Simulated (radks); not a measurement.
Problem. The mean radii <r> (bohr) of the occupied orbitals of an atom or ion are listed with their occupations. Calculated with a radial shooting solver on a logarithmic mesh with Libxc functionals: Dirac Kohn-Sham, SOGGA, spin-unpolarised, spherical densities, point nucleus.

orbital      occ.      <r>
1s1/2           2  0.02363
2s1/2           2   0.1005
2p1/2           2  0.08424
2p3/2           4  0.09066
3s1/2           2   0.2661
3p1/2           2   0.2558
3p3/2           4   0.2682
3d3/2           4   0.2396
3d5/2           6   0.2434
4s1/2           2   0.6049
4p1/2           2   0.6204
4p3/2           4   0.6480
4d3/2           4   0.6923
4d5/2           6   0.7019
5s1/2           2    1.398
5p1/2           2    1.531
5p3/2           4    1.598
4f5/2    0.857143   0.8968
4f7/2     1.14286   0.9039

Name the element and its charge. Open shells, if any, are shared by 2j + 1.

Solution. Z = 60, neodymium, charge +4: Nd4+ in [Xe] 4f2. The 1s radius gives Z: for a bare nucleus <r> = (2 gamma + 1)/(2Z) with gamma = sqrt(1 - (Z/c)^2), 0.02332 bohr for Z = 60, and screening makes it slightly larger (0.02363 here). The occupations add up to 56, and the charge is Z minus that.
